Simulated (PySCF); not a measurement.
## Indirect couplings

Geometry (Å), atoms numbered from 1 in this order:
```xyz
19

O     2.508   -1.095   -0.282
C     1.757    0.071   -0.486
C     0.455    0.092    0.297
C    -0.464   -1.102    0.021
C    -1.837   -0.598    0.450
C    -1.867    0.829   -0.100
C    -0.416    1.339    0.019
H     2.704   -1.158    0.658
H     1.528    0.108   -1.565
H     2.344    0.985   -0.258
H     0.711    0.079    1.374
H    -0.465   -1.322   -1.062
H    -0.140   -2.021    0.531
H    -2.669   -1.221    0.087
H    -1.900   -0.584    1.552
H    -2.590    1.476    0.420
H    -2.172    0.805   -1.159
H    -0.309    2.081    0.824
H    -0.096    1.843   -0.908
```

Method: B3LYP/pcJ-1 (without the spin–dipole term)//PBE0-D3(BJ)/def2-SVP, PySCF 2.14.0 with density-fitted response routines; isolated molecule, single conformer, non-relativistic. Couplings are averaged over pairs made equivalent by symmetry, fast rotation or ring inversion, so a value needn't be that of the named pair in this geometry, while other rotamers aren't included; one pair stands for each set, and the list holds a selection of those of at least 0.8 Hz over up to four bonds, among pairs with at least one C or H atom (others weren't computed).

Isotopes: ¹³C, ¹H, ¹⁷O. Couplings to quadrupolar nuclei such as 17O and 33S are rarely resolved in practice.

```
    pair  bonds  J (Hz)
  O1, C2      1    20.3
  O1, H8      1   -70.6
  C2, C3      1    38.7
  C2, H9      1   144.2
  C3, C4      1    34.6
 C3, H11      1       ?
  C4, C5      1       ?
 C4, H12      1   131.4
 C4, H13      1   137.9
  C5, C6      1    33.8
 C5, H14      1   135.2
 C5, H15      1   133.9
  O1, H9      2       ?
  C3, C5      2       ?
 C4, H15      2    -2.5
 C5, H13      2       ?
H14, H15      2   -14.0
 O1, H11      3    -1.6
  C2, C5      3       ?
 C2, H13      3     0.8
  C3, H8      3       ?
 C3, H14      3     4.9
 C4, H17      3     4.8
 C5, H19      3       ?
H14, H17      3     7.6
H15, H16      3     8.2
```

Q: Estimate the withheld couplings, with signs.

A: 
- ¹J(C3,H11) = 127.8 Hz (bond length 1.107 Å, sp3 carbon)
- ¹J(C4,C5) = 34.9 Hz (bond length 1.524 Å)
- ²J(O1,H9) = -9.4 Hz (mean over equivalent pairs that range from -15.9 to -2.9 Hz in this conformer)
- ²J(C3,C5) = 2.4 Hz (mean over equivalent pairs that range from 1.6 to 3.2 Hz in this conformer)
- ²J(C5,H13) = -1.8 Hz (angle at C4 114°)
- ³J(C2,C5) = 3.4 Hz (dihedral angle 159°)
- ³J(C3,H8) = 1.2 Hz (dihedral angle 59°)
- ³J(C5,H19) = 3.0 Hz (mean over equivalent pairs that range from 1.3 to 4.7 Hz in this conformer)
